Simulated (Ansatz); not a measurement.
Species: C3H10Sn, charge 0, multiplicity 1. SMILES: [CH3][SnH]([CH3])[CH3]
Geometry from a B3LYP-D3(BJ)/def2-TZVP (Ansatz, an electronic-structure program) optimisation:
```xyz
14

C      1.9024    -0.3181    -0.8192
Sn     0.0306    -0.0550     0.2329
C     -1.4696    -1.3580    -0.6224
C     -0.6142     2.0026     0.0590
H      1.7709    -0.0710    -1.8724
H      2.2379    -1.3515    -0.7393
H      2.6668     0.3337    -0.3976
H      0.2489    -0.4481     1.8973
H     -2.4180    -1.2345    -0.1009
H     -1.1561    -2.3982    -0.5412
H     -1.6123    -1.1144    -1.6750
H     -0.7540     2.2574    -0.9913
H      0.1337     2.6696     0.4864
H     -1.5570     2.1481     0.5850
```
Charge 0, spin multiplicity 1.

Quantity: vertical triplet-singlet gap (E(triplet) - E(singlet); each state is the SCF solution reached for its spin; the molecule has degenerate orbitals, so one determinant may break the symmetry), in kcal/mol. Correlated levels leave the core frozen unless marked. UHF or UKS for open shells. Spin-orbit coupling is left out. The frozen core is the preceding noble-gas configuration, with the filled d and f shells of earlier blocks. In def2 rows, elements after Kr have scalar-relativistic effective core potentials. CBS(X,Y): correlation extrapolated as X^-3; Hartree-Fock from the larger set. The bracket is a focal-point correction in the basis named.

| level | program | vertical triplet-singlet gap (kcal/mol) |
|---|---|---|
| BHLYP/def2-TZVPD | Ansatz | … |
| wB97X-V/def2-TZVPD | Ansatz | 160.2 |
| SCS-MP2/def2-SVPD | Ansatz | 166.4 |
| SCS-MP2/def2-TZVPPD | Ansatz | 162.4 |
| RI-MP2/CBS(def2-TZVPPD,def2-QZVPPD)+[CCSD(T)-MP2]/def2-TZVPPD | Ansatz | 157.3 |

Q: What belongs in the gaps?

A: 
- BHLYP/def2-TZVPD, vertical triplet-singlet gap (kcal/mol): 152.9
